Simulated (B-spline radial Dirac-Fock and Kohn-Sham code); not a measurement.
**Compton profile of I¹⁶⁺**

System: I¹⁶⁺ in the configuration [Kr] 4d1.

These are calculated numbers from a radial B-spline solver; the model is the impulse approximation on relativistic Hartree-Fock (Dirac-Fock) wave functions, averaged over the configuration. pz is in atomic units of momentum; subshell profiles are per electron, for a selection of subshells; open shells are spread over both j values by their weights.

```
  pz    J total   J 3d3/2   J 4s1/2   J 4d3/2   J 4d5/2
   0      3.131    0.0510     0.250     0.126     0.127
0.21      3.123    0.0510     0.246     0.126     0.127
 0.3      3.114    0.0510     0.243     0.126     0.127
0.43      3.097    0.0510     0.235     0.126     0.127
0.63      3.057    0.0510     0.220     0.126     0.127
 0.9      2.980    0.0510     0.192     0.126     0.127
 1.3      2.818    0.0510     0.145     0.125     0.126
 1.9      2.489    0.0510    0.0813     0.119     0.120
 2.7      2.007    0.0508    0.0355    0.0976    0.0976
 3.9      1.478    0.0495    0.0255    0.0491    0.0484
 5.7      1.079    0.0437    0.0167   0.00985   0.00958
 8.2     0.6859    0.0300   0.00332   0.00442   0.00450
  12     0.3410    0.0125   0.00208   0.00299   0.00297
  17     0.1635   0.00325  0.000756  0.000887  0.000857
  25    0.06359  0.000402  7.97e-05  0.000112  0.000104
  35    0.02495  4.17e-05  6.08e-05  1.14e-05  1.02e-05
  51   0.007848  2.31e-06  3.00e-05    < 1e-6    < 1e-6
  74   0.002098    < 1e-6  7.84e-06    < 1e-6    < 1e-6
 110  0.0004175    < 1e-6  1.37e-06    < 1e-6    < 1e-6
```

J(0) = 3.131. The 4p3/2 subshell gives the largest part, 21 %.

Mean momentum ⟨p⟩ by subshell (a.u.): 1s1/2 49.2, 2s1/2 17.4, 2p1/2 23.3, 2p3/2 22.0, 3s1/2 8.57, 3p1/2 10.2, 3p3/2 9.87, 3d3/2 11.7, 3d5/2 11.6, 4s1/2 4.52, 4p1/2 5.04, 4p3/2 4.92, 4d3/2 5.42, 4d5/2 5.38.
